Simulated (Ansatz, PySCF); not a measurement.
Molecule: RbI, charge 0, multiplicity 1. 
Structure (B3LYP-D3(BJ)/def2-TZVP (Ansatz, a program for electronic structure) minimum search):
SMILES: [Rb][I]
```xyz
2

Rb     0.0000     0.0000    -1.9203
I      0.0000     0.0000     1.3406
```

Dipole moments at this geometry, in debye (magnitudes).

```csv
level,program,dipole (D)
HF/def2-TZVPD,PySCF,12.53
PBE/def2-TZVPD,Ansatz,11.42
TPSS/def2-TZVPD,PySCF,11.65
B97M-V/def2-TZVPD,Ansatz,11.87
B3LYP/def2-TZVPD,Ansatz,11.75
r2SCANh/def2-TZVPD,Ansatz,12.05
PW6B95/def2-TZVPD,PySCF,11.82
wB97M-V/def2-TZVPD,Ansatz,…
wB97X-V/def2-TZVPD,Ansatz,12.21
CCSD(T)/def2-SVPD,Ansatz,…
```

**Question.** What belongs in the gaps?

**Answer.** 
- wB97M-V/def2-TZVPD, dipole (D): 12.08
- CCSD(T)/def2-SVPD, dipole (D): 12.49
